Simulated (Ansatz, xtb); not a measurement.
A geometry optimisation of GaGeH6P with r2SCAN-D4/def2-SVP

The starting geometry of this gas-phase singlet has its atoms placed at random.

```xyz
9

Ga   -1.1736    1.4970   -1.2740
Ge    0.7360   -0.8907    0.2067
P     0.9693    0.9694    0.7155
H    -0.1827    1.3214    0.2745
H    -1.6629    0.1533   -0.2123
H     1.4125    1.2181   -1.1481
H     0.1772    1.7839    1.6836
H     0.1806    2.4277   -0.1711
H     1.8229   -0.7405    1.4655
```

Problem. Guess where an optimisation with r2SCAN-D4/def2-SVP ends from this start.

Solution. It loosens into GaGeH4P + H2, which stay close as a complex. Distances that change by over a tenth: Ga1–H8 (1.98 → 3.16 Å), Ge2–P3 (1.94 → 2.39 Å). Contacts that open: Ga1–H4 (1.85 → 2.56 Å), Ga1–H5 (1.78 → 2.52 Å), P3–H4 (1.28 → 3.53 Å). Contacts that close: Ga1–Ge2 (3.40 → 2.55 Å), Ge2–H6 (2.60 → 1.55 Å), P3–H8 (1.88 → 1.43 Å), H4–H5 (1.95 → 0.77 Å).

The energy falls by 10.11 eV over 46 steps:

```tsv
step	E − E(last) (eV)
1	10.113
6	2.922
11	1.253
16	0.568
21	0.418
26	0.345
31	0.260
36	0.062
41	0.010
46	0.000
```

Final geometry (Å):

```xyz
9

Ga   -0.8006    1.3955   -1.3181
Ge    1.0580   -0.0103   -0.2716
P     1.0997    1.9259    1.1365
H    -1.7329   -0.0936    0.5449
H    -2.2611    0.4626    0.5098
H     2.4942    0.0361   -0.8426
H    -0.2578    2.3731    0.8767
H     1.6249    2.8095    0.1400
H     1.0549   -1.1592    0.7645
```

From the same start GFN2-xTB ends elsewhere, in pieces: GeH5P + GaH.

From so rough a start the end depends on the optimiser's path, so another program may land elsewhere. The end wasn't checked by frequencies. Run with Ansatz 0.2.0, 2.7 min on 2 threads of Arm Neoverse V2, on a shared host.
